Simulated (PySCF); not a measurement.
Structure problem from calculated spectra and properties.

Formula: C2H6Cl4Si2.

- Valence photoelectron: vertical ionisation energy: 9.72 eV [ΔSCF PBE0/def2-SVPD]
- Triplet: lowest triplet excitation (Tamm–Dancoff): 5.37 eV [TDA PBE0/def2-SVPD]
- Rotational structure: rotational constants A, B, C: 0.849, 0.534, 0.514 GHz [PBE0-D3(BJ)/def2-SVP]
- Dipole: 2.99 D [PBE0/def2-SVPD]
- 13C NMR: chemical shifts (computed TMS as zero) by class: 8.4 (2 C) ppm [GIAO PBE/pcSseg-1]
- UV, first state: lowest singlet excitation: 6.09 eV (204 nm, f = 0.031) [TDDFT PBE0/def2-SVPD]
- XPS: Si2p3/2 108.2 (×2), Cl2p3/2 206.1 (×4), C1s 290.9 (×2), Si1s 1848.2 (×2), Cl1s 2828.7 (×4) eV [ΔSCF SCAN, pcX-2 on the ionised atom, pcseg-1 elsewhere, spin-free X2C, 2p3/2 from a spin–orbit splitting computed afterwards within the 2p shell]

Electronic properties: PySCF, gas phase, density fitting. Levels stand in brackets. Isolated species at its PBE0-D3(BJ)/def2-SVP geometry (one conformer only). NMR values are class means; diastereotopic atoms form classes of their own.

Question: What is the compound? Reason from the data.

Answer: Numbering: `[CH3:1][Si:2]([Cl:3])([Cl:4])[Si:5]([CH3:6])([Cl:7])[Cl:8]`. Its formula, C2H6Cl4Si2, gives 0 degrees of unsaturation, so no ring and no π bond. 2 carbons fall into 1 class: Si-methyl carbon [C1/C6] (8.4 ppm, 2 C). The core levels belong to: Si2p3/2 108.2 eV, chlorine-bound silicon [Si2/Si5]; Cl2p3/2 206.1 eV, silicon-bound chlorine [Cl3/Cl4/Cl7/Cl8]; C1s 290.9 eV, Si-methyl carbon [C1/C6]; Si1s 1848.2 eV, chlorine-bound silicon [Si2/Si5]; Cl1s 2828.7 eV, silicon-bound chlorine [Cl3/Cl4/Cl7/Cl8]. One atom of each topological class was ionised and stands for its class. S1 is mainly HOMO→LUMO (weight 0.98); the largest Löwdin shares of the orbital it empties are 0.18 on each of 2 atoms of one kind (chlorine-bound silicon), 0.13 on a silicon-bound chlorine and 0.12 on a silicon-bound chlorine, of the orbital it fills 0.23 on a chlorine-bound silicon, 0.22 on a chlorine-bound silicon and 0.12 on each of 2 atoms of one kind (silicon-bound chlorine). The optimised geometry has point group C2 and is an asymmetric top. Structure: `C[Si](Cl)([Si](Cl)(Cl)C)Cl`. The assignments are read from this structure; whether some other isomer fits the data as well wasn't checked.

Conformer computed: `[CH3:1][Si:2]([Cl:3])([Cl:4])[Si:5]([CH3:6])([Cl:7])[Cl:8]`: C1–Si2–Si5–C6 76°.
